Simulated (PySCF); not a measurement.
C2H6ClFSi, SMILES CC[Si@H](Cl)F. Geometry: PBE0-D3(BJ)/def2-SVP. The structure was generated by enumeration; whether it is a known compound was not checked. The values are those of a single conformer.

Problem. Give the equilibrium geometry at PBE0-D3(BJ)/def2-SVP (PySCF confirms it by a frequency run) as bond lengths and angles. (An estimate is asked for; the answer gives what the named calculation found.)

Solution. One answer among several that fit: 
Atoms: C1 C2 Si3 F4 Cl5 H6 H7 H8 H9 H10 H11. Bonds (Å): C1–C2 1.527, C1–H6 1.101, C1–H7 1.100, C1–H8 1.101, C2–Si3 1.857, C2–H9 1.105, C2–H10 1.104, Si3–F4 1.623, Si3–Cl5 2.062, Si3–H11 1.483. Angles (°): C2–C1–H6 111.1, C2–C1–H7 111.4, C2–C1–H8 111.2, H6–C1–H7 107.8, H6–C1–H8 107.4, H7–C1–H8 107.7, C1–C2–Si3 114.3, C1–C2–H9 111.1, C1–C2–H10 111.1, Si3–C2–H9 106.9, Si3–C2–H10 107.2, H9–C2–H10 105.9, C2–Si3–F4 109.3, C2–Si3–Cl5 109.8, C2–Si3–H11 114.4, F4–Si3–Cl5 107.0, F4–Si3–H11 107.6, Cl5–Si3–H11 108.5.
